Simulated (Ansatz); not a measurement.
The cluster Sn6, relaxed as a singlet with RKS PBE-D4/def2-SVP in Ansatz, starting from the GFN2-xTB geometry. Force threshold 0.02 eV/Å.

In the def2 sets Sn takes a core potential; there is no spin–orbit coupling. The restricted singlet is unstable towards broken spin symmetry in Hartree–Fock (as tested in another run); at PBE-D4/def2-SVP this wasn't settled. Another isomer (singlet) lies 1.81 eV lower at PBE0-D4/def2-TZVP; other spin states weren't run for this one.

Start:

```xyz
6

Sn    0.697    1.608    0.702
Sn   -2.429   -2.072    1.368
Sn    0.941   -0.208   -1.628
Sn   -0.023   -0.811    1.709
Sn    2.429    2.077   -1.364
Sn   -1.616   -0.594   -0.787
```

```json
{"step": "1", "energy (eV)": "-34993.6310", "largest force component (eV/Å)": "1.193", "SCF passes": "19"}
{"step": "2", "energy (eV)": "-34993.8497", "largest force component (eV/Å)": "0.520", "SCF passes": "27"}
{"step": "3 (rejected)", "energy (eV)": "-34993.8472", "largest force component (eV/Å)": "0.343", "SCF passes": "26"}
{"step": "4", "energy (eV)": "-34993.8977", "largest force component (eV/Å)": "0.210", "SCF passes": "21"}
{"step": "5", "energy (eV)": "-34993.9290", "largest force component (eV/Å)": "0.027", "SCF passes": "22"}
{"step": "6", "energy (eV)": "-34993.9304", "largest force component (eV/Å)": "0.022", "SCF passes": "22"}
{"step": "7", "energy (eV)": "-34993.9337", "largest force component (eV/Å)": "0.061", "SCF passes": "21"}
{"step": "8", "energy (eV)": "-34993.9431", "largest force component (eV/Å)": "0.101", "SCF passes": "22"}
{"step": "9", "energy (eV)": "-34993.9794", "largest force component (eV/Å)": "0.103", "SCF passes": "25"}
{"step": "10", "energy (eV)": "-34994.0208", "largest force component (eV/Å)": "0.140", "SCF passes": "27"}
{"step": "11", "energy (eV)": "-34994.0315", "largest force component (eV/Å)": "0.202", "SCF passes": "26"}
{"step": "12", "energy (eV)": "-34994.0489", "largest force component (eV/Å)": "0.062", "SCF passes": "22"}
{"step": "13", "energy (eV)": "-34994.0517", "largest force component (eV/Å)": "0.019", "SCF passes": "22"}
{"step": "14", "energy (eV)": "-34994.0522", "largest force component (eV/Å)": "0.020", "SCF passes": "22"}
```

Force components are those of the run's own axes.

End:

```xyz
6

Sn    0.8547    1.1441    0.5219
Sn   -2.7200   -2.0679    1.3598
Sn    0.9685    0.0636   -2.3527
Sn   -0.3613   -0.7407    2.4097
Sn    2.4469    2.3682   -1.3887
Sn   -1.1888   -0.7673   -0.5500
```

By distances, no bond broke or formed, bridged metal pairs apart. The bond that changes most is Sn1–Sn6, from 3.52 to 3.00 Å (atoms count from 1). Metal–metal contacts that move far: Sn1–Sn6 3.52 to 3.00 Å.

The force fell under the threshold at step 13, but the optimiser went on. No frequencies were taken in this run, so the end may be a saddle point.

It took 20 s on 4 threads of Intel Xeon Platinum 8488C on a shared host.
